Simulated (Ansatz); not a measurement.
A trace of molecular dynamics of CH7AlO3 (12 atoms, charge 0, multiplicity 1).

Level of theory: Ansatz 0.2.0, UKS BLYP-D4/6-31G*.

```
ensemble                      : NVE (velocity Verlet)
starting velocities drawn for : 300 K
seed                          : 11416
```

```csv
time (fs),T (K),potential energy less start (eV),conserved less start (meV/atom)
0.0,300,0.000,0.00
4.0,243,0.075,0.12
8.0,318,-0.023,0.06
12.0,424,-0.161,0.00
16.0,470,-0.218,0.15
20.0,823,-0.676,0.04
24.0,875,-0.741,0.17
28.0,945,-0.832,0.10
32.0,1123,-1.067,-0.22
36.0,1047,-0.967,-0.12
40.0,1017,-0.925,0.15
44.0,1207,-1.174,-0.15
48.0,1168,-1.123,-0.09
52.0,1026,-0.936,0.19
56.0,954,-0.842,0.24
60.0,1036,-0.951,0.00
64.0,1033,-0.947,0.03
68.0,918,-0.795,0.28
72.0,1051,-0.971,0.06
76.0,1107,-1.044,-0.10
80.0,932,-0.817,0.03
84.0,807,-0.653,0.21
88.0,876,-0.746,-0.06
92.0,996,-0.902,-0.13
96.0,927,-0.809,0.11
100.0,850,-0.710,0.04
```

Problem. Is this trajectory sound?

Solution. The conserved energy stayed within 0.35 meV per atom of its start (net change 0.04 meV per atom), so the integration is sound. The system heated up, since it started high on the potential surface and ran downhill. A run of 0.1 ps of so small a system gives no equilibrium averages. The orbitals stay closed-shell, which can raise the energy where a bond breaks towards radicals; this wasn't checked here. The time step was 0.5 fs.

Time of the run: 17 min on 2 threads of Arm Neoverse N1 (shared host), peak memory 0.29 GiB.
